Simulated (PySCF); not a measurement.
C₃H₁₁NSi₂.
Numbering: `[CH3:1][NH:2][SiH2:3]/[CH:4]=[CH:5]/[SiH3:6]` (hydrogens: H7, H8, H9 on C1; H10 on N2; H11, H12 on Si3; H13 on C4; H14 on C5; H15, H16, H17 on Si6)

Cartesian coordinates in Å at the PBE0-D3(BJ)/def2-SVP level; atoms count from 1:
```xyz
17
C3H11NSi2 angstrom
C     -3.0784    0.8213   -0.0830
N     -1.8328    0.0923   -0.0558
Si    -1.0521   -0.6046   -1.4349
C      0.7803   -0.7276   -1.0529
C      1.3658   -0.0162   -0.0723
Si     3.1850   -0.1105    0.3576
H     -3.1248    1.5613    0.7336
H     -3.9805    0.1837   -0.0051
H     -3.1613    1.3833   -1.0264
H     -1.6352   -0.3378    0.8422
H     -1.5226   -1.9744   -1.8393
H     -1.3351    0.3053   -2.5896
H      1.3982   -1.4158   -1.6485
H      0.7260    0.6649    0.5092
H      3.8391    1.2263    0.2010
H      3.3733   -0.5359    1.7804
H      3.8553   -1.0969   -0.5433
```

Level: CAM-B3LYP/def2-SVPD in PySCF, non-relativistic, on one gas-phase PBE0-D3(BJ)/def2-SVP geometry that isn't relaxed in the solvent. The solvent is an IEF-PCM continuum (Bondi radii, 1.10 Å for H, scaled by 1.2), and excitations are vertical TDDFT with non-equilibrium linear response and a frozen core. Only the electrostatic response of the medium enters.

| run | E − E(gas) (kcal/mol) | HOMO (eV) | HOMO–LUMO gap (eV) | dipole (D) | lowest singlet (eV) | static polarisability (au) |
| --- | --- | --- | --- | --- | --- | --- |
| gas | 0.00 | -8.20 | 8.41 | 1.18 | 5.50 | 102.8 |
| P | -1.72 | -8.06 | 8.33 | 1.42 | 5.44 | 130.6 |
| Q | -0.92 | -8.10 | 8.36 | 1.31 | 5.46 | 116.7 |

Problem. The runs were made in benzene and tetrahydrofuran. Which run belongs to which solvent?

Solution. P = tetrahydrofuran, Q = benzene. The dielectric constants are 2.271 (benzene), 7.426 (tetrahydrofuran), and the energy falls further as ε rises. The optical constants n² used for the excitations are 2.25, 1.97 in the same order. In this model the ground state sees the solvent through ε alone.

Problem. How constant is the ratio of the lowering to (ε − 1)/(2ε + 1)?

Solution. 
```
        solvent  (ε − 1)/(2ε + 1)  E − E(gas) (kcal/mol)  ratio (kcal/mol)  polarisation term (kcal/mol)
        benzene             0.229                  -0.92              -4.0                         -0.96
tetrahydrofuran             0.405                  -1.72              -4.2                         -1.87
```

The ratio changes by +5.8 % in size from benzene to tetrahydrofuran. The polarisation term is half the interaction of the solute with the induced surface charges.
